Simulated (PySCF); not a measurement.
# Two-component Hartree-Fock for Nb⁴⁺ (niobium, charge +4)

Start: [Kr] 4d1; 4d5/2 filled at m_j = +5/2. Calculated with PySCF 2.14 in x2c-SVPall-2c: generalised Hartree-Fock with the X2C-1e Hamiltonian and a Gaussian nucleus; one run each with spin-orbit coupling (SO) screened by Boettger's factors, then bare. This is a chosen level, not necessarily the ground level.

| spinor shell | electrons | ε, screened SO (eV) | ε, bare SO (eV) | weight of nominal j (bare SO) | rms radius, bare SO (bohr) |
| --- | --- | --- | --- | --- | --- |
| 1s1/2 | 2 | -19130.9 | -19130.9 | 1.000 | 0.0415 |
| 2s1/2 | 2 | -2789.7 | -2789.7 | 1.000 | 0.171 |
| 2p1/2 | 2 | -2556.9 | -2560.4 | 1.000 | 0.149 |
| 2p3/2 | 4 | -2459.6 | -2458.0 | 1.000 | 0.154 |
| 3s1/2 | 2 | -536.58 | -536.58 | 1.000 | 0.471 |
| 3p1/2 | 2 | -447.00 | -447.61 | 1.000 | 0.470 |
| 3p3/2 | 4 | -430.59 | -430.33 | 1.000 | 0.482 |
| 3d3/2 | 4 | -272.49 | -273.07 | 0.999 | 0.471 |
| 3d5/2 | 6 | -269.71 | -269.34 | 0.999 | 0.475 |
| 4s1/2 | 2 | -117.84 | -117.84 | 1.000 | 1.22 |
| 4p3/2 | 4 | -86.848 | -86.819 | 0.970 | 1.35 |
| 4p1/2 | 2 | -88.747 | -88.832 | 0.939 | 1.32 |
| 4d5/2 | 1 | -49.774 | -49.739 | 1.000 | 1.75 |

```tsv
quantity	screened SO	bare SO
E (hartree)	-3814.14293	-3814.18507
M_J	5/2	5/2
⟨J²⟩	8.754	8.754
⟨L²⟩	6.011	6.012
⟨S²⟩	0.758	0.759
```

Each row is a mean over spinors that exchange with the open shell spreads, by up to 4.333 eV (4p3/2).

Breit and QED terms are absent; they matter most for the inner s and p1/2 levels.

Densities and radii are taken from the X2C orbitals without a picture-change correction, which distorts them close to the nucleus.
